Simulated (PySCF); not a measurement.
HOZn, SMILES [OH][Zn] (connectivity only; charge and spin as stated), neutral, multiplicity 2. Atoms are numbered in the order given.

```xyz
3

Zn    -0.0059     0.4358     0.0000
O      0.1154    -1.4046     0.0000
H     -0.7469    -1.8380     0.0000
```
Charge 0, spin multiplicity 2.

The structure is a stationary point at B3LYP-D3(BJ)/def2-TZVP. The multiplicity is an assumed one; other spin states were not compared. The isomer is the one that the SMILES or the coordinates give; other isomers of the formula were not compared.

The numbers are results of PBE/def2-TZVPD (PySCF), not measurements.

Mulliken values depend strongly on the basis, most of all with diffuse functions as here. ESP charges are fitted to the potential on shells at 1.4 to 2.0 van der Waals radii. Atomic charges (e):

```
atom  Mulliken  ESP fit  Mulliken spin
----  --------  -------  -------------
Zn1       0.16      ___           0.84
O2       -0.44      ___           0.17
H3        0.28      ___          -0.01
```

Q: What belongs in the gaps? (Estimate from the structure and the level; the computed values follow.)

A: 
- Zn1, ESP fit: 0.29
- O2, ESP fit: -0.56
- H3, ESP fit: 0.28
